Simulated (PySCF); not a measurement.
# Ti (titanium, neutral) across methods

[Ar] 3d2 4s1 5s1, high-spin 5F determinant (an excited configuration). All numbers are calculated (PySCF 2.14, the non-relativistic Hamiltonian (point nucleus), in dyall-av2z).

```
 method  E (hartree)  mean ε 3d α (eV)  mean ε 4s α (eV)  mean ε 5s α (eV)  Σ⟨r²⟩ (bohr²)   ⟨S²⟩
wB97X-V     -849.071           -13.550           -10.053            -2.273          136.2  6.001
    PBE     -848.965            -9.357            -7.635            -1.534          130.8  6.000
  B3LYP     -849.218           -10.806            -8.191            -1.639          131.3  6.000
   PW91     -849.223            -9.433            -7.695            -1.540          130.2  6.000
    LDA     -847.140            -9.284            -7.813            -1.535          126.4  6.000
   PBE0     -849.004           -11.189            -8.313            -1.762          133.7  6.001
    UHF   -848.28050           -16.180            -9.968            -2.188          140.6  6.002
   TPSS     -849.225            -9.609            -7.581            -1.491          134.6  6.001
```

**Question.** Estimate the same row for r2SCAN.

**Answer.** E (hartree) = -849.160; mean ε 3d α (eV) = -9.894; mean ε 4s α (eV) = -7.845; mean ε 5s α (eV) = -1.475; Σ⟨r²⟩ (bohr²) = 133.7; ⟨S²⟩ = 6.001.

The outer electron is Rydberg-like, and this basis confines it to a smaller radius and binds it less than a complete one would.
